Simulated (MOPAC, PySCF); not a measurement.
CHGeN, SMILES `N#[C][GeH]` (lower singlet), neutral singlet in the gas phase. This singlet lies 1.44 eV below the relaxed triplet at the level B3LYP/cc-pVTZ // PBE0-D3(BJ)/def2-TZVP (Ansatz).

Cartesian coordinates (Å):
SMILES: N#[C][GeH]
```xyz
4

N      1.8561    -0.0475     0.4555
C      0.7814     0.0939     0.0525
Ge    -0.9583     0.4723    -0.7835
H     -1.6792    -0.5187     0.2286
```
Charge 0, spin multiplicity 1.

All levels are single points at this geometry (PBE0-D3(BJ)/def2-TZVP); Pople sets use spherical d functions. Orbital energies aren't observables, and empty levels follow the basis.

```
level                                     HOMO (eV)  LUMO (eV)  gap (eV)  dipole (D)  vertical IE, Delta-SCF (eV)
----------------------------------------  ---------  ---------  --------  ----------  ---------------------------
PBE0-D3(BJ)/def2-TZVP in PySCF                -7.88      -3.90      3.98        3.68                            –
B3LYP/6-311+G** (LANL2DZ on Ge) in PySCF      -7.63      -4.13      3.51        3.75                            –
B3LYP/6-31G* in PySCF                         -7.59      -4.03      3.56        3.37                        10.21
B3LYP/LANL2DZ in PySCF                        -7.57      -4.05      3.52        3.66                            –
PBE/6-31G* in PySCF                           -6.67      -4.61      2.06        3.14                         9.98
HF/3-21G in PySCF                             -9.93      -0.59      9.34        3.40                            –
HF/6-31G* in PySCF                           -10.24      -0.71      9.52        3.75                            –
AM1 in MOPAC                                  -8.71      -1.99      6.73        2.43                            –
PM3 in MOPAC                                 -10.33      -3.62      6.70        5.47                            –
```
